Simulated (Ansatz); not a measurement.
C₇H₁₃NO (`CC/C(=C/C(C)=O)NC`) at its PBE0-D4/def2-TZVP geometry, where that method's forces vanish. The species carries charge 0 and has multiplicity 1.

```xyz
22

C     1.8023   -1.5613   -1.0499
C     1.4987   -0.0679   -0.9527
C     0.3120    0.2059   -0.0799
C    -0.9444    0.3391   -0.6351
C    -2.1139    0.5607    0.1517
C    -3.4370    0.6989   -0.5579
O    -2.0966    0.6485    1.3893
N     0.4854    0.2704    1.2411
C     1.7430    0.2561    1.9344
H     2.6667   -1.7377   -1.6933
H     0.9483   -2.0973   -1.4679
H     2.0165   -1.9956   -0.0712
H     1.2888    0.3270   -1.9481
H     2.3742    0.4684   -0.5760
H    -1.0355    0.2748   -1.7106
H    -4.1217   -0.0661   -0.1845
H    -3.8733    1.6692   -0.3101
H    -3.3509    0.6081   -1.6408
H    -0.3933    0.4457    1.7418
H     2.3547   -0.6083    1.6643
H     1.5442    0.1991    3.0040
H     2.3318    1.1623    1.7513
```

What forces (eV/Å) does PBE-D4/def2-TZVPP give on these atoms in the Gaussian-basis code of Ansatz? (Best estimate.)

The calculation gave: 
```
C1   0.035 -0.020 -0.023
C2  -0.004  0.014  0.011
C3   0.215 -0.016 -0.313
C4  -0.209  0.016 -0.092
C5  -0.036 -0.059 -0.822
C6  -0.039  0.003 -0.059
O7   0.013  0.085  1.178
N8   0.178 -0.032  0.241
C9   0.049 -0.008  0.062
H10  0.172 -0.055 -0.126
H11 -0.166 -0.114 -0.081
H12  0.047 -0.097  0.194
H13 -0.031  0.087 -0.207
H14  0.193  0.111  0.058
H15 -0.015 -0.015 -0.245
H16 -0.159 -0.145  0.065
H17 -0.112  0.192  0.040
H18 -0.006 -0.016 -0.225
H19 -0.387  0.069  0.201
H20  0.147 -0.178 -0.050
H21 -0.027 -0.008  0.227
H22  0.142  0.184 -0.034
```
